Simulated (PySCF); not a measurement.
## Excitation energy of Cd by level of theory

Cd [Kr] 4d10 5s2 (1S) → Cd [Kr] 4d10 5s1 5p1 (3P), as a difference of total energies. Calculation: PySCF 2.14, in x2c-TZVPPall with one added diffuse shell each of s, p, d, f type (9s7p7d3f1g, 95 functions); the spin-free X2C one-electron Hamiltonian (Gaussian nucleus). Correlated levels: valence: [Kr] frozen; valence and next inner shell: [Ar] 3d10 frozen. The calculations carry no spin-orbit coupling.

```tsv
method	excitation energy (eV)
UHF	2.498
LDA	4.209
PBE	3.959
PBE0	3.673
r2SCAN	3.666
TPSSh	3.711
BP86	4.017
wB97M-V	3.725
BHandHLYP	3.681
MP2 (valence)	3.835
SCS-MP2 (valence)	3.897
MP2 (valence and next inner shell)	3.917
SCS-MP2 (valence and next inner shell)	3.950
```

How much does correlation contribute at MP2 (valence and next inner shell)?

3.917 − (2.498) = 1.419 eV, measured against UHF.

Errors of the correlated levels include the incompleteness of this basis and the frozen core.

For comparison: 3.874 eV (measured; NIST levels, between the centres of gravity of the two terms).
